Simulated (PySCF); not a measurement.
## The third ionisation energy along group 15

Calculated with PySCF 2.14 from differences of total energies of unrestricted determinants, without spin-orbit coupling. Values in eV. The last column holds reference values (NIST; (s) semi-empirical, (t) theoretical, else measured). Unmarked ones compare directly (S terms, centres of terms, or small fine structure); those marked * lie between the lowest fine-structure levels and include a spin-orbit shift.

```
                                                        element                               configurations     UHF  MP2 (valence)  SCS-MP2 (valence)  CCSD (valence)  CCSD(T) (valence)     reference
                                N (def2-TZVP, non-relativistic)                      [He] 2s2 2p1 → [He] 2s2  47.297         47.465             47.417          47.212             47.240  47.445 (s) *
                                P (def2-TZVP, non-relativistic)                      [Ne] 3s2 3p1 → [Ne] 3s2  29.590         29.860             29.848          29.986             30.014      30.203 *
Sb (def2-TZVP with the def2 core potential (28 electrons), ECP)            [Kr] 4d10 5s2 5p1 → [Kr] 4d10 5s2  24.139         24.351             24.341          24.420             24.437      25.323 *
Bi (def2-TZVP with the def2 core potential (60 electrons), ECP)  [Xe] 4f14 5d10 6s2 6p1 → [Xe] 4f14 5d10 6s2  23.039         23.231             23.219          23.285             23.295      25.571 *
```

"Valence" correlates the outer s and p shells and, in groups 3 to 12 and the f block, the outer d or f shell, open or full, or the next shell where the ion has no valence electron left; the wider scheme adds the next inner shell.
